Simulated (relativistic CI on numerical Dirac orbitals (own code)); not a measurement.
**Os⁴⁺: O2,3 absorption edge**

Computed with this model: Dirac-Coulomb-Breit CI, KLI orbitals optimised for each configuration, model QED, valence Slater integrals scaled by 0.8, multiplet model of core-to-valence dipole absorption; configurations [Xe] 4f14 5d4 → [Kr] 4d10 4f14 5s2 5p5 5d5; 10 K; Lorentzian 0.6 eV and Gaussian 0.3 eV FWHM. Energies are those of the free ion, without screening or charge transfer. The branching ratio is the share of the lower-energy edge in the whole absorption, uncertain by about 0.02 where the edges overlap. S is read from ⟨S²⟩ = S(S + 1).

Field parameters in Wybourne normalisation: D3d B²₀ = −7Dσ, B⁴₀ = −14Dq − 21Dτ, B⁴₃ = −14√(10/7) Dq; Oh B⁴₀ = 21Dq, B⁴₄ = √(5/14) B⁴₀; Td as Oh with Dq negative (B⁴₀ = 21Dq, B⁴₄ = √(5/14) B⁴₀). The field is a parameter set, without covalency.

Computed curve for free ion, scaled to 100 at the maximum (points under 2 are left out and the grid is thinned):

Energy (eV), Intensity and a bar:
```
     46.3        2.0 
     46.6        2.7 
     47.0        4.5 #
     47.3        5.7 #
     47.6        7.6 ##
     47.9       13.5 ####
     48.3       27.4 ########
     48.6       27.6 ########
     48.9       41.0 ############
     49.3       97.7 ##############################
     49.6       74.8 #######################
     49.9       34.8 ##########
     50.2       23.6 #######
     50.6       25.6 #######
     50.9       27.0 ########
     51.2       32.2 #########
     51.6       19.9 ######
     51.9       11.2 ###
     52.2       10.1 ###
     52.5       10.7 ###
     52.9        7.7 ##
     53.2        8.6 ##
     53.5       14.4 ####
     53.8       24.0 #######
     54.2       19.0 #####
     54.5       14.5 ####
     54.8       17.7 #####
     55.2       38.6 ###########
     55.5       36.6 ###########
     55.8       23.1 #######
     56.1       16.0 ####
     56.5        8.2 ##
     56.8        7.5 ##
     57.1        6.8 #
     57.5        6.0 #
     57.8        3.5 
     58.1        2.1 
     61.9        3.4 
     62.3        4.5 #
     62.6        2.3
```

The ground state has S = 1.71, and the centroid lies at 51.95 eV.
